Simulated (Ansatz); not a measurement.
`[SbH2][I]`, relaxed with RKS PBE-D4/def2-SVP in Ansatz 0.2.0 from a rough embedded geometry. The force threshold is 0.03 eV/Å; the program also tests the step.

Charge 0, multiplicity 1. Sb, I takes the def2 core potential.

Start:

```xyz
4

Sb   -0.540    0.177    0.687
I    -0.760    0.117   -2.025
H     0.392   -1.383    0.747
H     0.908    1.089    0.590
```

(1) How much energy does the relaxation release, and in how many steps? (An estimate is asked.)

(2) Which bonds change most? (An estimate is asked.)

(3) Give the relaxed structure. (Estimate.)

Results:

(1) Ansatz gave: 5.64 kJ/mol, in 3 steps, 1 of them rejected.

(2) The calculation gave: Sb1–H3 from 1.818 to 1.738 Å; Sb1–I2 from 2.721 to 2.770 Å; Sb1–H4 from 1.713 to 1.738 Å.

(3) Computed: 
```xyz
4

Sb   -0.539    0.153    0.684
I    -0.794    0.096   -2.074
H     0.392   -1.314    0.742
H     0.941    1.065    0.648
```
